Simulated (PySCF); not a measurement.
C$_{4}$H$_{10}$MgO (SMILES C[C](C)(C)[Mg][OH]), singlet, at a GFN2-xTB geometry (such geometries of metal compounds can be far from the true shape), atoms displaced at random by about 0.08 Å a coordinate; PySCF with PBE0/STO-3G, gradient.

The PySCF input:
```python
from pyscf import gto, scf, dft

mol = gto.Mole()
mol.atom = '''
    Mg    0.07461649   -1.28385539   -0.63879544
    C     0.13754392    0.70675838    0.01479331
    C    -1.24793058    1.03357611    0.30234498
    C     0.94213937    0.95025061    1.30311318
    C     0.61575541    1.58071063   -1.00049990
    H    -1.26345706    2.05096796    0.82540085
    H    -1.67781713    0.49059286    1.26229100
    H    -2.13934033    0.90359447   -0.50567435
    H     0.76872118    0.19090429    2.05888828
    H     2.06768574    0.70301629    0.86322456
    H     0.85194904    1.71438253    1.63473066
    H     1.66419309    1.41189794   -1.41324181
    H    -0.20872441    1.62366961   -1.95592159
    H     0.68081770    2.51440353   -0.88805282
    O    -0.42021748   -2.62824118    0.27779662
    H    -0.61942796   -3.30835804    0.66870447
'''
mol.basis = 'sto-3g'
mol.verbose = 4
mol.build()

mf = dft.RKS(mol)
mf.xc = 'pbe0'
mf.kernel()
g = mf.nuc_grad_method()
grad = g.kernel()
```

Output, abridged:

```
PySCF version 2.14.0

[INPUT] verbose = 4
[INPUT] num. atoms = 16
[INPUT] num. electrons = 54
[INPUT] charge = 0
[INPUT] spin (= nelec alpha-beta = 2S) = 0
[INPUT] symmetry False subgroup None
[INPUT] Mole.unit = angstrom
[INPUT] Symbol           X                Y                Z      unit          X                Y                Z       unit  Magmom
[...]
nuclear repulsion = 279.361575296594
number of shells = 30
number of NR pGTOs = 132
number of NR cGTOs = 44
basis = sto-3g
ecp = {}

******** <class 'pyscf.dft.rks.RKS'> ********
method = RKS
initial guess = minao
damping factor = 0
level_shift factor = 0
DIIS = <class 'pyscf.scf.diis.CDIIS'>
diis_start_cycle = 1
diis_space = 8
diis_damp = 0
SCF conv_tol = 1e-09
SCF conv_tol_grad = None
SCF max_cycles = 50
direct_scf = True
direct_scf_tol = 1e-13
XC library pyscf.dft.libxc version 7.1.2
    S. Lehtola, C. Steigemann, M. J. T. Oliveira, and M. A. L. Marques,  SoftwareX 7, 1–5 (2018)
XC functionals = pbe0
    C. Adamo and V. Barone,  J. Chem. Phys. 110, 6158 (1999)
    M. Ernzerhof and G. E. Scuseria,  J. Chem. Phys. 110, 5029 (1999)
radial grids:
    Treutler-Ahlrichs [JCP 102, 346 (1995); DOI:10.1063/1.469408] (M4) radial grids

becke partition: Becke, JCP 88, 2547 (1988); DOI:10.1063/1.454033
pruning grids: <function nwchem_prune>
grids dens level: 3
symmetrized grids: False
atomic radii adjust function: <function treutler_atomic_radii_adjust>
small_rho_cutoff = 0
Set gradient conv threshold to 3.16228e-05
Initial guess from minao.
tot grids = 187216
init E= -428.312503992239
[...]
cycle= 1 E= -427.506439874477  delta_E= 0.806  |g|= 0.721  |ddm|= 4.88
[...]
cycle= 2 E= -426.852518960744  delta_E= 0.654  |g|=  1.7  |ddm|= 3.07
[...]
cycle= 3 E= -427.671876412743  delta_E= -0.819  |g|= 0.21  |ddm|= 2.33
[...]
cycle= 4 E= -427.685152159168  delta_E= -0.0133  |g|= 0.0855  |ddm|= 0.449
[...]
cycle= 5 E= -427.687607905323  delta_E= -0.00246  |g|= 0.00905  |ddm|= 0.14
[...]
cycle= 6 E= -427.68763344872  delta_E= -2.55e-05  |g|= 0.00299  |ddm|= 0.0171
[...]
cycle= 7 E= -427.68763625155  delta_E= -2.8e-06  |g|= 0.000457  |ddm|= 0.00453
[...]
cycle= 8 E= -427.687636320611  delta_E= -6.91e-08  |g|= 8.27e-05  |ddm|= 0.000729
[...]
cycle= 9 E= -427.687636323298  delta_E= -2.69e-09  |g|= 2.36e-05  |ddm|= 0.00016
[...]
cycle= 10 E= -427.687636323463  delta_E= -1.65e-10  |g|= 1.24e-05  |ddm|= 5.09e-05
[...]
Extra cycle  E= -427.687636323473  delta_E= -1.05e-11  |g|= 1.13e-05  |ddm|= 3.18e-05
converged SCF energy = -427.687636323473

******** <class 'pyscf.grad.rks.Gradients'> for <class 'pyscf.dft.rks.RKS'> ********
unit = Eh/Bohr
grid_response = False
--------------- RKS gradients ---------------
         x                y                z
0 Mg     0.0098941795    -0.0003763263    -0.0481910496
1 C    -0.0115259508     0.0955208050    -0.0203866879
2 C     0.1381030074    -0.0181996298    -0.0769650795
3 C    -0.1336622336     0.4414002147     0.2149076510
4 C     0.0062213668     0.1031139481     0.1921761680
5 H     0.0114537280     0.0062541781     0.0358222454
6 H    -0.0218104592    -0.0007641105     0.0471229606
7 H    -0.0569472480    -0.0147376430    -0.0360752238
8 H     0.0053328436     0.0050231392    -0.0065950707
9 H     0.0611610533    -0.0292669507    -0.0460360609
10 H     0.0395496800    -0.4055435803    -0.1677645161
11 H     0.0267633919     0.0166819658    -0.0040246995
12 H    -0.0613022894     0.0160389090    -0.0535839989
13 H    -0.0026550026    -0.1933934014    -0.0555698010
14 O    -0.0957215246    -0.3257916915     0.1889502789
15 H     0.0851841200     0.3038455234    -0.1637630152
----------------------------------------------
```
